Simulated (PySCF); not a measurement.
# Worked example: entropy of an ideal gas

GeHO, SMILES [OH+]=[Ge] (connectivity only; charge and spin as stated), charge +1, multiplicity 1.

Coordinates come from a PBE0-D3(BJ)/def2-TZVP optimisation. The isomer is the one that the SMILES or the coordinates give; other isomers of the formula were not compared.

PySCF with PBE0-D3(BJ)/def2-TZVP gives the harmonic wavenumbers 196, 196, 902, 3836 cm⁻¹ and the rotational temperature 0.5813 K. The molar mass is 89.64 g/mol, the symmetry number 1, the spin multiplicity 1.

**Question.** Work out the entropy at 298.15 K and 1 atm in the rigid-rotor, harmonic-oscillator model.

**Answer.** 
Translation (Sackur–Tetrode at 1 atm): S = R[1.5 ln M + 2.5 ln T − 1.16487] = 164.8 J/(mol K).
Rotation: q = T/(σ θ) = 513, S = R[ln q + 1] = 60.2 J/(mol K).
Vibration: with u = 1.4388 ν/T, each mode gives R[u/(e^u − 1) − ln(1 − e^−u)]:
```json
[
 {"ν (cm⁻¹)": "196", "modes": "2", "u": "0.95", "S (J/(mol K))": "18.16"},
 {"ν (cm⁻¹)": "902", "modes": "1", "u": "4.35", "S (J/(mol K))": "0.58"}
]
```
The stiffer modes add less than 0.005 each. Sum 18.7 J/(mol K).
Spin: R ln 1 = 0.0 J/(mol K).
Total 243.8 J/(mol K); the program's own thermochemistry gives 243.8. Translation makes up 68 % and vibration 8 %. Anharmonicity, hindered rotation and orbital degeneracy are left out.
